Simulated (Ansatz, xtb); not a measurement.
C3H7FGeO: which of two isomers lies lower

We compare I, `C[C@H](C=O)[GeH2][F]`, a singlet, with II, `C=C(C)[O][GeH2][F]`, a singlet. Both are isolated molecules in the gas phase, relaxed with r2SCAN-D4/def2-SVP; each stands in its lowest conformer found.

I (Å):

```yaml
atoms:
  - { symbol: C, position_ang: [-0.9338, -0.5149, 1.0744] }
  - { symbol: C, position_ang: [0.3449, -0.0229, 0.3878] }
  - { symbol: C, position_ang: [0.6381, 1.4252, 0.6571] }
  - { symbol: F, position_ang: [1.6766, 0.1522, -2.3050] }
  - { symbol: Ge, position_ang: [0.1544, -0.2592, -1.5633] }
  - { symbol: O, position_ang: [1.7380, 1.8972, 0.8070] }
  - { symbol: H, position_ang: [-0.8342, -0.4756, 2.1710] }
  - { symbol: H, position_ang: [-1.8033, 0.1067, 0.8010] }
  - { symbol: H, position_ang: [-1.1698, -1.5555, 0.8029] }
  - { symbol: H, position_ang: [1.2349, -0.6117, 0.6699] }
  - { symbol: H, position_ang: [-0.2844, 2.0762, 0.6950] }
  - { symbol: H, position_ang: [-0.1189, -1.7351, -1.8855] }
  - { symbol: H, position_ang: [-0.8969, 0.6929, -2.1523] }
```

II (Å):

```yaml
atoms:
  - { symbol: C, position_ang: [0.6346, 2.3539, 0.2534] }
  - { symbol: C, position_ang: [1.6141, 1.5049, -0.1120] }
  - { symbol: C, position_ang: [1.7849, 0.9461, -1.4877] }
  - { symbol: F, position_ang: [4.0792, 0.6468, 2.9616] }
  - { symbol: Ge, position_ang: [2.6783, 1.5230, 2.4464] }
  - { symbol: O, position_ang: [2.5813, 1.0418, 0.7269] }
  - { symbol: H, position_ang: [-0.1091, 2.6850, -0.4728] }
  - { symbol: H, position_ang: [0.5408, 2.7424, 1.2732] }
  - { symbol: H, position_ang: [1.7455, -0.1548, -1.4525] }
  - { symbol: H, position_ang: [2.7780, 1.2171, -1.8815] }
  - { symbol: H, position_ang: [1.0102, 1.3149, -2.1720] }
  - { symbol: H, position_ang: [1.4779, 0.9823, 3.2256] }
  - { symbol: H, position_ang: [2.9889, 3.0156, 2.5703] }
```

Q: Estimate E(II) − E(I) at the level CCSD(T)/def2-SVP + ΔMP2/def2-TZVPP.

A: Calculated at CCSD(T)/def2-SVP + ΔMP2/def2-TZVPP: E(II) − E(I) = −7.5 kcal/mol, so structure II lies lower.

The same difference at several levels:

```csv
level,geometry,E(II) − E(I) (kcal/mol),departure from the last row (kcal/mol),"job, with rough time for the two"
GFN2-xTB,GFN2-xTB,−20.2,−12.8,"optimisation, 0.17 s"
HF/STO-3G,GFN2-xTB,−3.9,+3.6,"single point, 0.36 s"
r2SCAN-D4/def2-SVP//GFN2-xTB,GFN2-xTB,−3.4,+4.0,"single point, 3.1 s"
r2SCAN-D4/def2-SVP,r2SCAN-D4/def2-SVP,−6.3,+1.2,"optimisation, 1.9 min"
HF/def2-SVP,r2SCAN-D4/def2-SVP,−8.1,−0.6,part of the CCSD(T) run
MP2/def2-SVP,r2SCAN-D4/def2-SVP,−4.7,+2.8,part of the CCSD(T) run
CCSD(T)/def2-SVP,r2SCAN-D4/def2-SVP,−5.1,+2.3,single point
CCSD(T)/def2-SVP + ΔMP2/def2-TZVPP,r2SCAN-D4/def2-SVP,−7.5,,"single point, 58 s"
```

As drawn, II has 1 C=C, 1 C–O, 1 Ge–O in place of 1 C–C, 1 C=O, 1 C–Ge.

None of the levels shown reverses the order. The largest departure from CCSD(T)/def2-SVP + ΔMP2/def2-TZVPP is that of GFN2-xTB, 12.8 kcal/mol. The last row adds to CCSD(T) the change of the MP2 difference between the two basis sets, here −2.3 kcal/mol.

With thermal terms from frequencies at re-optimised GFN2-xTB minima (ideal gas, soft modes damped towards free rotors, one conformer each, 298.15 K, 1 atm): the zero-point term adds 0.0 kcal/mol; ΔH is −7.5 and ΔG −7.6 kcal/mol.

The correlated steps freeze 14 core orbitals; the filled d shell of Ge is correlated, in a basis made for valence electrons. Mirror images aren't counted in ΔG. Run with Ansatz 0.2.0, xtb 6.7.1; the last row on 4 threads of Arm Neoverse V2 on a shared host.
